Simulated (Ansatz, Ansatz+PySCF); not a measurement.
```xyz
11

C     1.2852    0.0000    0.0000
C     0.7091    1.1279    0.0000
C    -0.5805    1.1159    0.0000
C    -1.2164    0.0000    0.0000
C    -0.5805   -1.1159    0.0000
C     0.7091   -1.1279    0.0000
H     1.2201    1.9945    0.0000
H    -1.0872    1.9853    0.0000
H    -2.2216    0.0000    0.0000
H    -1.0872   -1.9853    0.0000
H     1.2201   -1.9945    0.0000
```

Basis set: def2-SVP (spherical functions). Correlated methods keep 6 orbitals frozen. Correlation on ROHF uses semicanonical orbitals with singles. Charge 0, multiplicity 2.

Computed with Ansatz (development build ahead of 0.2.0); each method stands on the lowest determinant of its kind that the runs found.

The atomization energy at this shape (free ground-state atoms in the same class of orbitals less the molecule, no zero-point energy) of doublet C₆H₅:

| method | atomization energy |
| --- | --- |
| UHF-MP2 | 49.87 eV |
| UHF | 38.37 eV |
| ROHF | 38.90 eV |

(1) What does ROHF-MP2 give?

Results:

(1) 50.09 eV. Caution: the shape is not the minimum. Caution for UHF-MP2, UHF: the unrestricted determinant is spin contaminated.
